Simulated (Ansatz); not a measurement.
Stepwise reaction of `N#CB(F)F` with hydrogen chloride, as a gas-phase model of exchange steps in deposition or etching. ΔE in kJ/mol; ΔG adds harmonic PBE0-D4 terms to CCSD(T)/CBS, at 1 bar.

Program: Ansatz. Geometries: PBE0-D4/def2-TZVP. ΔE: electronic, gas phase. CBS: MP2 limit from def2 TZ/QZ plus the TZ coupled-cluster correction, frozen cores. This one scheme is used for every species. Functionals use def2-TZVPP. B3LYP here is the variant with VWN-RPA as its local correlation; programs differ in this.

```
step                                reaction  PBE-D4  B3LYP-D4  ωB97M-V  CCSD(T)/CBS  ΔG(400 K)
   1    `N#CB(F)F` + HCl → `N#CB(F)Cl` + H–F    54.1      64.0     64.1         59.7       61.3
   2  `N#CB(F)Cl` + HCl → `N#CB(Cl)Cl` + H–F    46.8      56.2     57.1         50.1       56.7
```

By hand: ΔE of the 2 steps together at CCSD(T)/CBS.

(59.7) + (50.1) = 109.8 kJ/mol, or 54.9 kJ/mol a step.

In ΔE each step is lower than the one before. All are uphill at CCSD(T)/CBS. ΔG lies between 56.7 and 61.3 kJ/mol a step. PBE-D4 differs from CCSD(T)/CBS by -5.6 to -3.3 kJ/mol a step. Isolated molecules leave out the surface, adducts and barriers. Largest T1 diagnostic: 0.014.
